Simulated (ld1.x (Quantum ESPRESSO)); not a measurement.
# Which change was made? (Cu, PAW)

```json
{
  "Element": "Cu",
  "Generator": "ld1.x (Quantum ESPRESSO) 7.5",
  "Type": "PAW",
  "Functional": "LDA (PZ)",
  "Relativity": "non-relativistic",
  "Frozen core": "[Ar]",
  "Valence charge": "11",
  "Reference configuration": "3d10 4s1 4p0",
  "Partial waves": "4s (bound): rcut 2.10, rcutus 2.65 bohr; 4s channel at 2.5 Ry: rcut 2.10, rcutus 2.65 bohr; 4p (bound, empty): rcut 2.75, rcutus 3.20 bohr; 4p channel at 0.9 Ry: rcut 2.75, rcutus 3.20 bohr; 3d (bound): rcut 1.30, rcutus 1.40 bohr; 3d channel at 3.2 Ry: rcut 1.30, rcutus 1.40 bohr",
  "Local potential": "all-electron potential smoothed inside 1.25 bohr (lloc = -2)",
  "Core correction": "Bessel-smoothed model core inside 1.20 bohr",
  "Augmentation charge": "PSQ, inside the norm-conserving radii"
}
```

Cutoffs, loose and tight: the cutoffs (Ry, on a coarse ladder) from which the occupation-weighted sum of valence levels, in a spherical-Bessel basis at the reference potential, stays within 10 and 1 mRy of its value at 400 Ry. They do not see the model core or the augmentation charge, which bear on the density cutoff. Test errors are all-electron minus pseudo excitation energies from the reference, over the configurations 3d10 4s0 4p0; 3d9 4s0 4p0; 3d8 4s0 4p0; 3d9 4s1 4p1; 3d10 4s0 4p1; 3d9 4s1 4p0; 3d7 4s0 4p0 (two spin-polarised tests are not counted in the largest error); variants that change the core or the reference have their own tests.

The base gives: outcome: generated; cutoff, loose: 55 Ry; cutoff, tight: 100 Ry; bound ghosts: none; largest test error (meV): -1819.

Problem. After one change the result is: outcome: generated; cutoff, loose: 35 Ry; cutoff, tight: 60 Ry; bound ghosts: none; largest test error (meV): -1952. Which change was it?
A. waves 3d (bound): rcut 1.30, rcutus 1.74 bohr; 3d channel at 3.2 Ry: rcut 1.30, rcutus 1.74 bohr
B. waves 3d (bound): rcut 1.30, rcutus 2.10 bohr; 3d channel at 3.2 Ry: rcut 1.30, rcutus 2.10 bohr
C. waves 3d (bound): rcut 1.04, rcutus 1.10 bohr; 3d channel at 3.2 Ry: rcut 1.04, rcutus 1.10 bohr
D. waves 3d (bound): rcut 0.90, rcutus 0.96 bohr; 3d channel at 3.2 Ry: rcut 0.90, rcutus 0.96 bohr
E. waves 3d (bound): rcut 1.24, rcutus 1.32 bohr; 3d channel at 3.2 Ry: rcut 1.24, rcutus 1.32 bohr

Solution. A. The others give: waves 3d (bound): rcut 0.90, rcutus 0.96 bohr; 3d channel at 3.2 Ry: rcut 0.90, rcutus 0.96 bohr → outcome: generated; cutoff, loose: 160 Ry; cutoff, tight: 260 Ry; bound ghosts: none; largest test error (meV): -1804 | waves 3d (bound): rcut 1.04, rcutus 1.10 bohr; 3d channel at 3.2 Ry: rcut 1.04, rcutus 1.10 bohr → outcome: generated; cutoff, loose: 120 Ry; cutoff, tight: 180 Ry; bound ghosts: none; largest test error (meV): -1805 | waves 3d (bound): rcut 1.24, rcutus 1.32 bohr; 3d channel at 3.2 Ry: rcut 1.24, rcutus 1.32 bohr → outcome: generated; cutoff, loose: 70 Ry; cutoff, tight: 110 Ry; bound ghosts: none; largest test error (meV): -1814 | waves 3d (bound): rcut 1.30, rcutus 2.10 bohr; 3d channel at 3.2 Ry: rcut 1.30, rcutus 2.10 bohr → outcome: generated; cutoff, loose: 25 Ry; cutoff, tight: 40 Ry; bound ghosts: none; largest test error (meV): -1960.
